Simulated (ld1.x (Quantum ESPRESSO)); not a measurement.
**Which change was made? (Ca, TM)**

* Element: Ca (Z = 20)
* Generator: ld1.x (Quantum ESPRESSO) 7.5
* Type: norm-conserving Troullier–Martins (Kleinman–Bylander form)
* Functional: PBEsol
* Relativity: scalar-relativistic
* Frozen core: [Ne] 3s2
* Valence charge: 8
* Reference configuration: 3p6 3d0 4s1.75 4p0 (charge +0.25)
* Partial waves: 4s (bound): rc 3.70 bohr; 3p (bound): rc 1.70 bohr; 3d (bound, empty): rc 2.65 bohr
* Local potential: all-electron potential smoothed inside 2.85 bohr (lloc = -1)
* Core correction: Bessel-smoothed model core, default radius (core density twice the valence density)

Cutoffs, loose and tight: the cutoffs (Ry, on a coarse ladder) from which the occupation-weighted sum of valence levels, in a spherical-Bessel basis at the reference potential, stays within 10 and 1 mRy of its value at 400 Ry. They do not see the model core or the augmentation charge, which bear on the density cutoff. Test errors are all-electron minus pseudo excitation energies from the reference, over the configurations 3p6 3d0 4s2 4p0; 3p6 3d0 4s1 4p0; 3p6 3d0 4s0 4p0; 3p6 3d1 4s0 4p0; 3p6 3d1 4s1 4p0; 3p6 3d0 4s1.5 4p0; 3p6 3d0.5 4s1.5 4p0; variants that change the core or the reference have their own tests.

The base gives: outcome: generated; cutoff, loose: 30 Ry; cutoff, tight: 50 Ry; bound ghosts: none; largest test error (meV): -25.

Problem. After one change the result is: outcome: generated; cutoff, loose: 30 Ry; cutoff, tight: 50 Ry; bound ghosts: none; largest test error (meV): -195. Which change was it?
A. wave 4s (bound): rc 3.70 bohr becomes 4s (bound): rc 2.38 bohr
B. wave 4s (bound): rc 3.70 bohr becomes 4s (bound): rc 5.04 bohr
C. wave 4s (bound): rc 3.70 bohr becomes 4s (bound): rc 4.56 bohr

Solution. B. The others give: wave 4s (bound): rc 3.70 bohr becomes 4s (bound): rc 2.38 bohr → outcome: generated; cutoff, loose: 30 Ry; cutoff, tight: 55 Ry; bound ghosts: none; largest test error (meV): -8.2 | wave 4s (bound): rc 3.70 bohr becomes 4s (bound): rc 4.56 bohr → outcome: generated; cutoff, loose: 30 Ry; cutoff, tight: 50 Ry; bound ghosts: none; largest test error (meV): -113.
